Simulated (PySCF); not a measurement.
C3H3BrClF, SMILES Br/C(C)=C(/F)Cl. Geometry: PBE-D3(BJ)/def2-SVP. The structure was generated by enumeration; whether it is a known compound was not checked.

Give the equilibrium geometry at PBE-D3(BJ)/def2-SVP (PySCF confirms it by a frequency run) as a Z-matrix, and its point group. (The exact figures need the calculation; the answer reports its results.)

point group Cs.
```
C
C 1 1.3533
F 2 1.3403 1 120.57
C 1 1.4965 2 123.44 3 0.00
H 4 1.1063 1 110.47 2 0.00
H 4 1.1097 5 108.68 1 121.78
H 4 1.1097 5 108.68 6 116.45
Cl 2 1.7203 3 112.81 1 180.00
Br 1 1.8952 2 120.06 3 180.00
```
